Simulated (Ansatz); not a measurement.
Geometry optimisation, Ansatz 0.2.0, RKS B3LYP-D4/STO-3G.

The input (input.yaml):

```yaml
crystal:
  periodic: [false, false, false]
  atoms:
    - { symbol: Si, position_ang: [0.0, 0.0, 0.0] }
    - { symbol: Cl, position_ang: [0.0, 0.0, 2.13] }
    - { symbol: O, position_ang: [1.5842, 0.0, -0.5594] }
    - { symbol: C, position_ang: [2.3503, -1.1632, -0.836] }
    - { symbol: H, position_ang: [1.7187, -1.9052, -1.3675] }
    - { symbol: H, position_ang: [3.2179, -0.8926, -1.4733] }
    - { symbol: H, position_ang: [2.7141, -1.6023, 0.1163] }
    - { symbol: C, position_ang: [-0.8808, 1.5259, -0.6227] }
    - { symbol: H, position_ang: [-1.9334, 1.2723, -0.8671] }
    - { symbol: H, position_ang: [-0.8624, 2.3106, 0.1622] }
    - { symbol: H, position_ang: [-0.3704, 1.9025, -1.5336] }
    - { symbol: C, position_ang: [-0.8808, -1.5259, -0.6227] }
    - { symbol: H, position_ang: [-1.3804, -2.0377, 0.2261] }
    - { symbol: H, position_ang: [-1.6409, -1.2332, -1.3768] }
    - { symbol: H, position_ang: [-0.1449, -2.2146, -1.0879] }
basis:
  gaussian: { orbitals: STO-3G }
hamiltonian:
  xc: b3lyp
  dispersion: d4
relax:
  f_tol: 0.02
  max_steps: 40
```

Run as:

```bash
$ ansatz run input.yaml --threads 1 --pin off --max-ram 2048MiB --backend cpu --events-out ev --progress --plain --runs-dir out
```

**Question.** Where does it end, and by what steps?

**Answer.** The forces met the threshold. Limits of this set-up: minimal basis. After 20 steps the energy has fallen by 0.387 eV; H9 moved furthest, 0.96 Å.

```json
{"step": "0", "energy less start (eV)": "0.0000", "largest force component (eV/Å)": "2.473", "accepted": "yes"}
{"step": "1", "energy less start (eV)": "-0.2317", "largest force component (eV/Å)": "0.703", "accepted": "yes"}
{"step": "2", "energy less start (eV)": "-0.2806", "largest force component (eV/Å)": "0.417", "accepted": "yes"}
{"step": "3", "energy less start (eV)": "-0.3141", "largest force component (eV/Å)": "0.650", "accepted": "yes"}
{"step": "4", "energy less start (eV)": "-0.3380", "largest force component (eV/Å)": "0.235", "accepted": "yes"}
{"step": "5", "energy less start (eV)": "-0.3462", "largest force component (eV/Å)": "0.076", "accepted": "yes"}
{"step": "6", "energy less start (eV)": "-0.3491", "largest force component (eV/Å)": "0.175", "accepted": "yes"}
{"step": "7", "energy less start (eV)": "-0.3529", "largest force component (eV/Å)": "0.172", "accepted": "yes"}
{"step": "8", "energy less start (eV)": "-0.3569", "largest force component (eV/Å)": "0.235", "accepted": "yes"}
{"step": "9", "energy less start (eV)": "-0.3626", "largest force component (eV/Å)": "0.167", "accepted": "yes"}
{"step": "10", "energy less start (eV)": "-0.3735", "largest force component (eV/Å)": "0.088", "accepted": "yes"}
{"step": "11", "energy less start (eV)": "-0.3770", "largest force component (eV/Å)": "0.091", "accepted": "yes"}
{"step": "12", "energy less start (eV)": "-0.3755", "largest force component (eV/Å)": "0.375", "accepted": "no"}
{"step": "13", "energy less start (eV)": "-0.3795", "largest force component (eV/Å)": "0.073", "accepted": "yes"}
{"step": "14", "energy less start (eV)": "-0.3820", "largest force component (eV/Å)": "0.138", "accepted": "yes"}
{"step": "15", "energy less start (eV)": "-0.3840", "largest force component (eV/Å)": "0.138", "accepted": "yes"}
{"step": "16", "energy less start (eV)": "-0.3855", "largest force component (eV/Å)": "0.091", "accepted": "yes"}
{"step": "17", "energy less start (eV)": "-0.3864", "largest force component (eV/Å)": "0.044", "accepted": "yes"}
{"step": "18", "energy less start (eV)": "-0.3868", "largest force component (eV/Å)": "0.049", "accepted": "yes"}
{"step": "19", "energy less start (eV)": "-0.3870", "largest force component (eV/Å)": "0.030", "accepted": "yes"}
{"step": "20", "energy less start (eV)": "-0.3870", "largest force component (eV/Å)": "0.013", "accepted": "yes"}
```

```xyz
15
Properties=species:S:1:pos:R:3
Si 0.007 -0.064 -0.178
Cl 0.298 -0.308 1.919
O 1.526 0.115 -0.920
C 2.374 -1.073 -0.787
H 1.956 -1.965 -1.303
H 3.348 -0.833 -1.257
H 2.564 -1.348 0.275
C -0.904 1.538 -0.479
H -1.865 1.547 0.050
H -0.317 2.396 -0.132
H -1.104 1.672 -1.550
C -0.945 -1.577 -0.749
H -1.955 -1.573 -0.320
H -1.040 -1.584 -1.842
H -0.453 -2.506 -0.440
```

Whether the end is a true minimum wasn't checked by a vibrational analysis.

Run time: 66 s on 1 thread of Intel(R) Xeon(R) Platinum 8488C (Sapphire Rapids), with other jobs on the host, peak memory 0.18 GiB.
